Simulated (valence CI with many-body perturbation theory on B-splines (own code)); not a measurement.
**Fe4+ in brief**

Calculated by valence CI with perturbative core correlation (CI+MBPT): four valence electrons over a frozen Dirac-Fock core [Ar], a basis of 7 s, 7 p, 8 d, 6 f, 4 g, 1 h functions for each j, with the one-electron correlation potential Σ1 (screened to all orders), the two-electron term Σ2, the three-electron term Σ3, Breit, model QED; selected single and double excitations, second order for the rest, scaled by the run's own slope (own B-spline code, finite nucleus).

Set against measurement, 30 paired levels are off by 388 cm⁻¹ on average, the worst by 1713. Only levels of the ground parity were solved; by the run's estimate the other parity begins above the list, which can be wrong where configurations are misplaced.

Rates and lifetimes use the calculated energies. Strong lines usually hold to 10 to 20 %, long lifetimes can be off by a factor of two.

(1) What is the ground level?

(2) How is the term ⁵D of the ground level split?

(3) How well does LS coupling describe the low levels?

(4) What is the ionisation energy?

(5) Name the longest-lived excited levels whose lifetime is computed, and their main decay.

Answers

(1) 3d⁴ ⁵D_0, composition 99 % 3d⁴ ⁵D.

(2) J = 0 at 0.0000, J = 1 at 0.0175, J = 2 at 0.0510, J = 3 at 0.0981, J = 4 at 0.1567 eV.

(3) Among the lowest 20 levels the leading LS term, summed over configurations, holds 98 % on average. For single configurations the figures are 98 % in LS and 52 % in jj coupling. Terms mix most in the J = 4 level at 3.319 eV, where the leading one holds 93 %.

(4) 74.52 eV; NIST lists 75 ± 0.15 eV (semi-empirical).

(5) 3d⁴ ⁵D_1 at 0.0175 eV lives 6590 s, mostly by M1 to 3d⁴ ⁵D_0; 3d⁴ ³H_6 at 3.022 eV lives 1760 s, mostly by M1 to 3d⁴ ³H_5; 3d⁴ ³H_5 at 2.985 eV lives 1620 s, mostly by M1 to 3d⁴ ³H_4.
